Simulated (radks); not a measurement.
Trend from Cr to Kr: ionisation energy by Delta-SCF between NIST ground configurations, and size. Calculated with a radial shooting solver on a logarithmic mesh with Libxc functionals: non-relativistic Kohn-Sham, SCAN, spin-polarised, spherical densities, point nucleus; open shells are filled with parallel spins first; meta-GGA in the generalised Kohn-Sham scheme.

| species | configuration | IE (eV) | NIST (eV) | kind | -e(HOMO) (eV) | outermost | <r> outermost (bohr) |
|---|---|---|---|---|---|---|---|
| Cr | [Ar] 3d5 4s1 | 7.405 | 6.767 | exp. | 3.993 (3d) | 4s | 3.26 |
| Br | [Ar] 3d10 4s2 4p5 | 12.005 | 11.814 | exp. | 7.682 (4p) | 4p | 2.11 |
| Kr | [Kr] | 14.452 | 14.000 | exp. | 9.689 (4p) | 4p | 1.94 |

Reference values: NIST Atomic Spectra Database (measured). Open shells are spherical and high-spin; term and fine-structure splittings are not resolved.
